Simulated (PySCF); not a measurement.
C5H6N, SMILES c1cc[nH+]cc1, charge +1. Geometry optimised at PBE0-D3(BJ)/def2-SVP. The isomer is the one that the SMILES or the coordinates give; other isomers of the formula were not compared.

Computed with PBE0-D3(BJ)/def2-SVP (PySCF).

Harmonic wavenumbers (cm⁻¹): 394, 407, 620, 645, 684, 753, 868, 886, 1004, 1017, 1034, 1054, 1058, 1087, 1092, 1183, 1218, 1300, 1385, 1428, 1522, 1580, 1686, 1708, 3236, 3252, 3253, 3262, 3264, 3582. Rotational constants (GHz): 5.805, 5.676, 2.870; symmetry number 2.

Q: Work out the zero-point energy and the ideal-gas rigid-rotor harmonic-oscillator thermochemistry at 298.15 K and 1 atm.

A: ZPE = ½ Σ hcν = ½ × 45460 cm⁻¹ = 64.99 kcal/mol. H − E(el) = 68.31 kcal/mol. Entropy in cal/(mol K): translation 39.06, rotation 24.26, vibration 4.31, total 67.63. G − E(el) = 48.15 kcal/mol. Cp = 18.73 cal/(mol K).
